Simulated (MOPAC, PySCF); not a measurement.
C2H6BN, SMILES `N(=C(/B)C)/[H]`, neutral singlet in the gas phase. 

Cartesian coordinates (Å):
```xyz
10

B      1.2568    -0.7040     0.0543
C      0.0595     0.2835     0.0436
C     -1.3743    -0.0881    -0.1611
N      0.3730     1.5116     0.2288
H      1.6395    -1.1635     1.0848
H      1.8579    -0.9197    -0.9516
H     -1.6983    -0.7929     0.6100
H     -2.0023     0.8025    -0.1268
H     -1.5041    -0.5898    -1.1243
H      1.3816     1.6563     0.3595
```
Charge 0, spin multiplicity 1.

All levels are single points at this geometry (B3LYP-D3(BJ)/def2-TZVP); Pople sets use spherical d functions. Orbital energies aren't observables, and empty levels follow the basis.

B3LYP/3-21G in PySCF gives gap (eV) = 4.75.

Task: Estimate the gap (eV) from each of these levels: B3LYP-D3(BJ)/def2-TZVP in PySCF; B3LYP/6-31G* in PySCF; M06-2X/6-31G* in PySCF; PBE/6-31G* in PySCF; SVWN5/6-31G* in PySCF; HF/6-31G* in PySCF; PM3 in MOPAC; PM7 in MOPAC.

Result: 
```csv
level,gap (eV)
B3LYP-D3(BJ)/def2-TZVP in PySCF,5.06
B3LYP/6-31G* in PySCF,5.16
M06-2X/6-31G* in PySCF,7.86
PBE/6-31G* in PySCF,3.28
SVWN5/6-31G* in PySCF,3.08
HF/6-31G* in PySCF,13.01
PM3 in MOPAC,9.87
PM7 in MOPAC,8.79
```
